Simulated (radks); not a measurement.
Valence configurations of the hafnium ion Hf3+ (all share [Xe]). All-electron calculation, Dirac Kohn-Sham, PBE, spin-unpolarised, spherical densities, finite nucleus; open shells fill j = l - 1/2 first; Fermi nuclear charge, rms radius 5.347 fm. Program: a radial shooting solver on a logarithmic mesh with Libxc functionals. Energies are relative to 4f14 5d1; eigenvalues in eV.

4f14 5d1: E (eV) 0.000; e(4f5/2) -44.918; e(4f7/2) -43.170; e(5d3/2) -27.448
4f13.5 5d1 6s0.5: E (eV) 9.771; e(4f5/2) -50.709; e(4f7/2) -48.919; e(5d3/2) -29.586; e(6s1/2) -27.051
4f12.5 5d2 6s0.5: E (eV) 32.364; e(4f5/2) -59.385; e(4f7/2) -57.513; e(5d3/2) -31.560; e(6s1/2) -27.874
4f12 5d1 6s2: E (eV) 53.828; e(4f5/2) -69.672; e(4f7/2) -67.754; e(5d3/2) -36.366; e(6s1/2) -30.488
4f13.5 5d1.5: E (eV) 8.619; e(4f5/2) -48.992; e(4f7/2) -47.203; e(5d3/2) -28.422
4f13 5d1 6p1: E (eV) 28.137; e(4f5/2) -57.858; e(4f7/2) -56.025; e(5d3/2) -32.649; e(6p1/2) -22.562
4f14 6p1: E (eV) 7.974; e(4f5/2) -49.415; e(4f7/2) -47.663; e(6p1/2) -21.946
4f13.5 5d1 6p0.5: E (eV) 12.759; e(4f5/2) -51.256; e(4f7/2) -49.466; e(5d3/2) -30.023; e(6p1/2) -21.375
4f12.5 5d1 6p1.5: E (eV) 46.267; e(4f5/2) -64.698; e(4f7/2) -62.822; e(5d3/2) -35.314; e(6p1/2) -23.718
4f14 6s1: E (eV) 1.981; e(4f5/2) -48.314; e(4f7/2) -46.563; e(6s1/2) -27.329

NIST lists [Xe] 4f14 5d1 as the ground configuration; this level of theory agrees among the configurations tried. The energies are those of spherical spin-averaged densities, not of single terms.
